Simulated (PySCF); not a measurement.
**NaBi⁺ at revPBE**

Computed with revPBE; PySCF, scalar-relativistic core potentials, basis sets Na def2-SVP, Bi def2-SVP with ECP60.

For NaBi⁺, the state is ⁴Σ⁻ (quartet), unpaired electrons σ ↑, π ↑↑ and the bond length is 3.488 Å. The harmonic wavenumber is 91.5 cm⁻¹, the force constant is 0.102 mdyn/Å and the rotational constant Be is 0.06689 cm⁻¹. The anharmonicity ωexe is 0.699 cm⁻¹. The vibration–rotation constant αe is 0.000675 cm⁻¹. The bond order (Mayer) is 0.37 and the dipole moment (positive dipole points towards Bi; it is taken about the centre of mass and depends on that origin) is -11.84 D.

These are scalar-relativistic numbers at best; spin–orbit coupling would shift them, the dissociation energy most. The state was picked by a PBE0 search and need not be the measured ground state.
